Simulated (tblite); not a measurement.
Species: C7H13BSi.
Cartesian coordinates in Å at the GFN2-xTB level; atoms count from 1:
```xyz
22
C7H13BSi angstrom
C      1.7921    2.5476    1.5739
C      2.0099    2.5949    0.2696
Si     0.6484    2.5257   -1.0494
B     -0.4225    0.8837   -0.8412
C     -1.9760    0.9416   -0.5893
C      0.2866   -0.5148   -0.9157
C      1.4038   -0.9322    0.0020
C      1.3237   -2.3996   -0.2706
C      0.0921   -1.6258    0.0794
H      2.5874    2.5853    2.3050
H      0.7946    2.4748    1.9805
H      3.0353    2.6656   -0.0725
H     -0.1025    3.7933   -0.9268
H      1.3560    2.6363   -2.3408
H     -2.4783    1.6874   -1.2042
H     -2.1429    1.2582    0.4427
H     -2.4929   -0.0083   -0.7138
H      0.4048   -0.8442   -1.9550
H      1.9867   -0.3699    0.6999
H      1.7266   -3.0750    0.4753
H      1.4520   -2.7545   -1.2884
H     -0.6237   -1.7619    0.8616
```

Level: GFN2-xTB in tblite, geometry and Hessian alike; calculated harmonic values, unscaled, isolated species. This tight-binding method is rough: wavenumbers can miss measured ones by several per cent, in bad cases by 10 to 20. Modes of hydrogen on silicon can be 10 to 20 % off. One conformer, not necessarily the lowest. The optimisation stopped once no atom felt more than 0.01 eV/Å.

Lowest wavenumbers of the output (negative numbers stand for imaginary wavenumbers):
```
mode    cm-1
  1     -51.2
  2     -38.6
  3      20.1
  4      53.0
  5      71.9
  6     110.0
  7     147.7
  8     189.9
  9     287.4
 10     327.9
```

Question: Is this structure a minimum?

Answer: Not by this Hessian. 2 modes are imaginary beyond 20i (51i and 39i cm⁻¹), so at this level the point lies at or near a saddle of order 2. The curvature is small, so loose convergence or finite differences may be the whole cause.

Question: Which atoms move in the imaginary modes?

Answer: 51i: C1 (terminal =CH2 carbon) 28 %, H11 (vinylic hydrogen) 23 %, H12 (vinylic hydrogen) 19 %, C2 (alkene CH carbon) 15 %; 39i: C9 (sp3 carbon at a ring junction) 24 %, C7 (sp3 carbon at a ring junction) 23 %. These are shares of the mass-weighted motion.

Question: What is the remedy?

Answer: Step along such a mode in both directions, optimise again with tighter thresholds and repeat the frequencies. The zero-point energy of this point (108.2 kcal/mol) counts the 58 real modes alone, and thermal corrections from it aren't those of a minimum.
